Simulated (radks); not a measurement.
The numbers below are computed, except where a source is named.
Problem. Ionisation of neutral neodymium, [Xe] 4f4 6s2, to [Xe] 4f4 6s1 as the strength of local exchange is varied. Level of theory: Dirac Kohn-Sham, Slater X-alpha exchange (alpha = 2/3 is LDA exchange), no correlation, spin-unpolarised, spherical densities, finite nucleus; open shells fill j = l - 1/2 first; Fermi nuclear charge, rms radius 4.9123 fm (a radial shooting solver on a logarithmic mesh with Libxc functionals).

| alpha | E(Nd) (hartree) | exchange (hartree) | IE (eV) | -e of the level emptied (eV) | <r> of it (bohr) |
|---|---|---|---|---|---|
| 0.666 | -9616.4149 | -209.9827 | 5.154 | 2.841 (6s1/2) | 4.511 |
| 0.704 | -9628.4036 | -222.2504 | 5.318 | 2.987 (6s1/2) | 4.466 |
| 0.94 | -9703.2028 | -299.0955 | 6.438 | 4.017 (6s1/2) | 4.186 |
| 0.949 | -9706.0669 | -302.0485 | 6.483 | 4.059 (6s1/2) | 4.176 |
| 1.038 | -9734.4353 | -331.3388 | 6.943 | 4.490 (6s1/2) | 4.078 |
| x | -9616.7302 | -210.3052 | 5.158 | 2.845 (6s1/2) | 4.510 |

Which alpha was used in the last row?

Solution. alpha = 0.667. NIST Atomic Spectra Database: 5.525 eV (measured). The Delta-SCF value meets it near alpha = 0.75. Spin polarisation and multiplet splitting are left out, so open shells lie too high by an amount that depends on their filling.

Beside tabulated values, note that spin-unpolarised runs miss the spin-polarisation part of the exchange energy of open shells.
